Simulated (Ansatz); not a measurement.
H4Sn, charge -1, doublet, at the geometry of the source list (a state made from the parent by changing its charge; the spin is typed, not shown lowest) (all electrons, no relativity) (a gas-phase anion, which may not be bound at this level); HF/STO-3G (Ansatz, a program for electronic structure).

The Ansatz input:
Ansatz 0.2 input:
```yaml
crystal:
  periodic: [false, false, false]
  atoms:
    - {symbol: Sn, position_ang: [-0.00040000, -0.00240000, 0.00050000]}
    - {symbol: H, position_ang: [-1.07600000, 1.12680000, -0.50160000]}
    - {symbol: H, position_ang: [0.24570000, -1.08960000, -1.19940000]}
    - {symbol: H, position_ang: [-0.58840000, -0.76120000, 1.32790000]}
    - {symbol: H, position_ang: [1.41910000, 0.72650000, 0.37260000]}
basis:
  gaussian:
    orbitals: STO-3G
hamiltonian:
  xc: hf
total_charge: -1
magnetization: {spin_polarized: false, initial_magnetization: 1}
```

Predict the main parts of the log of this Ansatz run.


```
Functional definition: HF
414 factors; integrals over basis functions are off by at most 2.9e-5 eV
mean field evaluation 1: about -162318.6303 eV, gradient 3.9e0 eV
mean field evaluation 2: about -162318.7160 eV, gradient 4.0e0 eV
mean field evaluation 4: about -162318.8871 eV, gradient 1.2e0 eV
mean field evaluation 8: about -162319.3166 eV, gradient 2.1e0 eV
mean field evaluation 16: about -162319.8463 eV, gradient 2.3e-5 eV
mean field evaluation 32: about -162318.9879 eV, gradient 2.0e0 eV
mean field evaluation 64: about -162318.7877 eV, gradient 5.3e-2 eV
mean field evaluation 96: about -162319.8398 eV, gradient 5.0e-4 eV
mean field -162319.84631010 eV, -5965.1443275526 hartree, gradient 2.3e-5 eV, S^2 0.750000; 8 other end points of the search recorded, 0 dependent functions left out
reference -162319.84631010 eV, -5965.1443275526 hartree; 28, 27 occupied and 3, 4 virtual orbitals, 414 factors
Total energy: -162319.84631010 eV, -5965.1443275526 hartree
```
